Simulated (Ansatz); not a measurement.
`C[SiH2]C(=S)S` + H–F → `C[SiH2]F` + `S=CS`  (ligand exchange at the Si–C bond)

Computed with Ansatz on PBE0-D4/def2-TZVP structures; ΔE is electronic, products minus reactants. CBS: MP2 limit from def2 TZ/QZ plus the TZ coupled-cluster correction, frozen cores. This one scheme is used for every species. One conformer a species, not always the lowest.

| species | CCSD(T)/CBS(def2) energy (Eh) |
| --- | --- |
| `C[SiH2]C(=S)S` | -1164.33825 |
| H–F | -100.39570 |
| `C[SiH2]F` | -430.00374 |
| `S=CS` | -834.77767 |

(1) Work out ΔE.

Largest T1 diagnostic among the species: 0.018.

Answers

(1) ΔE = (-430.00374) + (-834.77767) − (-1164.33825) − (-100.39570) = -0.04746 Eh = -1.29 eV.

In def2-TZVPP, CCSD(T) changes the Hartree–Fock value by +0.39 eV (the triples alone add +0.07 eV) and MP2 by +0.44 eV. The D4 term adds +0.17 eV with B3LYP and +0.10 eV with PBE0; it sums over pairs of atoms, weighted by their polarisabilities, and B3LYP, whose exchange is more repulsive, gets the larger term. From PBE to PBE0 (25 % exact exchange), in def2-TZVPP and without D4, ΔE moves by −0.03 eV.

B3LYP here is the variant with VWN-RPA as its local correlation; programs differ in this.
